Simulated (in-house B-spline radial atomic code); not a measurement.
Ionisation energies along the 50-electron series, configuration [Kr] 4d10 4f2 5s2, as differences of self-consistent energies. Dirac energy differences include first-order Breit, QED and recoil terms. NIST's values go from ground level to ground level; the uncertainty of those that are theory runs from under 0.1 % in few-electron ions to several per cent in heavy many-electron ones. Computed with a B-spline radial code for spherical atoms: Dirac-Hartree-Fock, average of the configuration, finite nuclei.

Some pairs differ by more than the removed electron.

```tsv
ion	configuration after	ionisation energy (eV)	IE/(q+1)² (eV)	-ε less Coulomb ΔSCF (eV)	Breit and QED recoil part (eV)	tabulated value (eV)	tabulated kind	computed minus tabulated (eV)
Pr9+	[Kr] 4d10 5s2 5p1	136.88	1.3688	-	0.31746	148	tabulated theory	-11.12
Nd10+	[Kr] 4d10 4f1 5s2	163.16	1.3484	-	0.11611	168	tabulated theory	-4.84
Pm11+	[Kr] 4d10 4f1 5s2	193.55	1.3441	-	0.12569	202	tabulated theory	-8.45
Sm12+	[Kr] 4d10 4f1 5s2	225.90	1.3367	-	0.13426	237	tabulated theory	-11.10
Eu13+	[Kr] 4d10 4f2 5s1	256.54	1.3089	0.27047	-0.26587	263	tabulated theory	-6.46
Gd14+	[Kr] 4d10 4f3	279.63	1.2428	-	-0.72239	288	tabulated theory	-8.37
```

Where a p, d or f electron is removed, the computed value is a mean over both j, so it misses the tabulated one by a part of the spin-orbit splitting; averaging over terms and missing correlation add to the gap, relatively most at low charge.
